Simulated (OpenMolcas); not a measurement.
W5+ among 6 point charges of -1.7 e arranged as a tetragonal octahedron (D4h), 2.44 Å from the ion, with the axial distance 2.830 Å.

```yaml
Program: OpenMolcas 26.06
Method: "SS-CASPT2, IPEA 0.25 Eh, imaginary shift 0.1 Eh (closed shells correlated: 4f 5s 5p)"
Basis: ANO-RCC-VDZP [7s6p4d2f1g]
Scalar_Hamiltonian: DKH2, point nucleus
Active_space: 1 electron in 5 orbitals (5d)
State_averaging: 2S+1 = 2 even, 5 roots
Spin-orbit_coupling: state interaction with AMFI integrals over the reference wave functions
```

Task: What is the spin-free ground state (labels of D4, the rotations of D4h)?

Result: 2E, 2-fold in its orbital part, 100 % from free-ion D terms; it has the highest spin that d1 allows.

Task: Where is the first state of the same spin?

Result: 2A1 at 1890 cm-1 above the ground state.

Task: What are the lowest two levels with spin-orbit coupling?

Result: A 2-fold level E1/2 with g = 0.63, 1.64, 1.64, then a 2-fold level E3/2 2420 cm-1 above it. Their leading multiplicities are 2 (100 %) and 2 (100 %).

Task: What is χT at 300 K, and how does it compare with the textbook value?

Result: The lowest level has 2S+1 = 2, for which the spin-only value is χT = S(S+1) / 2 = 0.375 cm3 K/mol (g = 2). The computed 0.199 at 300 K differs by -0.176, through orbital momentum, spin-orbit coupling and any other state in reach.

Spin-orbit coupling mixes the spin-free states strongly: the lowest level takes only 68 % from its leading state, 2E. An orbital doublet at a regular site is open to a Jahn-Teller distortion, which this geometry leaves out. Free-ion shares, where given, are those of the reference states; single-state CASPT2 does not remix them. Point charges carry no covalency, so the field is a model and not that of real ligands. No measured value stands beside these numbers.
